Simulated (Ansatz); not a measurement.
Start from `N[SiH]([AsH2])C=O` and change one atom or group to get `N[SiH](C=O)CO`.

Ansatz, PBE0-D4/def2-TZVP geometries, multiplicity 1. Each molecule was computed in one conformer, which needn't be the lowest.

Scalar relativity is left out up to krypton.

```csv
property,`N[SiH]([AsH2])C=O`
LUMO energy (ωB97M-V/def2-TZVPP) / eV,0.68
LUMO energy (B3LYP/def2-TZVPP) / eV,-1.76
HOMO energy (PBE/def2-TZVPP) / eV,-5.24
HOMO–LUMO gap (PBE/def2-TZVPP) / eV,2.63
HOMO–LUMO gap (PBE0/def2-TZVPP) / eV,5.12
HOMO energy (PBE0/def2-TZVPP) / eV,-6.64
```

Q: Give the same properties after the change, and the shifts. (Estimate.)

A: Ansatz gave: 
| property | `N[SiH](C=O)CO` | shift |
| --- | --- | --- |
| LUMO energy (ωB97M-V/def2-TZVPP) / eV | 0.77 | 0.09 |
| LUMO energy (B3LYP/def2-TZVPP) / eV | -1.72 | 0.04 |
| HOMO energy (PBE/def2-TZVPP) / eV | -5.23 | 0.01 |
| HOMO–LUMO gap (PBE/def2-TZVPP) / eV | 2.65 | 0.02 |
| HOMO–LUMO gap (PBE0/def2-TZVPP) / eV | 5.24 | 0.12 |
| HOMO energy (PBE0/def2-TZVPP) / eV | -6.69 | -0.05 |

With PBE0 the HOMO falls by 0.05 eV and the LUMO rises by 0.07 eV, so the gap widens by about 0.12 eV. PBE moves the HOMO by 0.01 eV and ωB97M-V by -0.14 eV.

B3LYP here is the variant with VWN-RPA as its local correlation; programs differ in this.
